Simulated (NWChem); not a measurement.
Relativistic effects in H3IO2Si

SMILES: O[SiH](O)I
```xyz
7

Si    -1.1821    -0.0677     0.7634
O     -2.1852    -0.8932    -0.2657
O     -1.6870     1.4782     1.0671
I      1.0070    -0.0781    -0.3687
H     -1.0602    -0.7072     2.0894
H     -3.1034    -0.9984     0.0176
H     -1.6818     2.1096     0.3363
```
Charge 0, spin multiplicity 1.

All runs are NWChem calculations. The geometry was optimised at B3LYP/def2-SVP with def2 effective core potentials on I, a minimum by its harmonic frequencies. It is one conformer; others weren't searched.

Functional PBE0, all-electron basis x2c-SVPall-2c, contracted for the X2C Hamiltonian and used here with ZORA. The ion keeps the geometry and has multiplicity 2 in the scalar run; the spin-orbit run starts from the same electron counts.

Relative cost: rough, from shared machines, SCF included, scalar ZORA = 1.

The structure started from a generated list of species. The stability of the SCF solutions was not checked.

```csv
Hamiltonian,ΔSCF ionisation energy (eV),HOMO (eV),LUMO (eV),gap (eV),relative cost
scalar ZORA,9.93,-7.52,0.19,7.71,1
spin-orbit ZORA,9.73,-7.25,0.20,7.44,under 3
```

From scalar ZORA to spin-orbit ZORA the ionisation energy falls by 0.20 eV.
